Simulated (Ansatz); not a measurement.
A nudged elastic band was laid between two geometries of ClH3O2Si + H2 (9 atoms, charge 0, multiplicity 1).

The calculation used Ansatz, RKS PBE0-D4/6-31G*.

```json
{"movable images": "7", "climbing image": "yes", "spring": "5.0 eV/Å²", "optimiser": "quadratic models (default)", "start path": "through a guess of the saddle point", "force threshold": "0.03 eV/Å", "iteration limit": "60", "end points": "relaxed"}
```

Image 0:

```xyz
9
Properties=species:S:1:pos:R:3
Si -0.372 0.345 -0.237
O 0.054 -0.080 1.286
H -0.654 -0.111 1.941
H 0.884 0.554 -0.975
O -1.364 1.656 -0.181
H -2.053 1.710 -0.854
Cl -1.412 -1.164 -1.199
H 1.660 -2.899 2.161
H 1.348 -2.258 1.948
```

Image 8:

```xyz
9
Properties=species:S:1:pos:R:3
Si -0.141 -0.528 -0.276
O 0.796 -0.045 1.845
H 0.128 0.633 2.036
H 1.113 0.131 -0.688
O -1.267 0.452 0.482
H -2.013 0.668 -0.092
Cl -1.084 -0.890 -2.133
H -0.031 -1.899 0.266
H 0.590 -0.772 2.449
```

Task: What changes between the two ends?

Result: Bonds broken: Si1–O2, H8–H9. Bonds formed: Si1–H8, O2–H9. ClH3O2Si + H2 becomes ClH3OSi + H2O.

Task: Give the energies along the band, and the barrier.

Result: The run converged. The highest image is number 5 of 0 to 8, 221.5 kJ/mol above the first end and 157.9 kJ/mol above the last; the last end lies 63.6 kJ/mol above the first. Neighbouring images differ by up to 1.3 eV, so the band resolves the path poorly. A vibrational analysis at the climbing image gives one clearly imaginary mode, 1353i cm⁻¹: a first-order saddle point. The orbitals stay closed-shell, which can raise the energy where a bond breaks towards radicals; this wasn't checked here.

| image | path coordinate (Å) | energy (kJ/mol) | Si1–O2 (Å) | H8–H9 (Å) | Si1–H8 (Å) |
| --- | --- | --- | --- | --- | --- |
| 0 | 0.00 | 0.0 | 1.64 | 0.74 | 4.52 |
| 1 | 0.91 | -0.1 | 1.64 | 0.74 | 4.28 |
| 2 | 1.83 | 1.4 | 1.64 | 0.74 | 3.94 |
| 3 | 2.74 | 18.5 | 1.64 | 0.74 | 3.21 |
| 4 | 3.65 | 92.2 | 1.66 | 0.75 | 2.47 |
| 5 | 4.56 | 221.5 | 1.83 | 0.96 | 1.72 |
| 6 | 5.13 | 118.0 | 2.07 | 1.50 | 1.53 |
| 7 | 5.70 | 71.9 | 2.25 | 2.04 | 1.49 |
| 8 | 6.27 | 63.6 | 2.37 | 2.53 | 1.48 |

Task: What is the geometry of the highest image?

Result: 
```xyz
9
Properties=species:S:1:pos:R:3
Si 0.006 -0.215 0.028
O 0.550 0.018 1.761
H -0.127 0.471 2.291
H 1.272 0.206 -0.595
O -1.273 0.810 0.283
H -1.929 0.786 -0.427
Cl -0.820 -1.296 -1.626
H 0.108 -1.794 0.707
H 0.305 -1.236 1.468
```

Time of the run: 13 min on 1 thread of Arm Neoverse V1, on a shared host, peak memory 0.16 GiB.
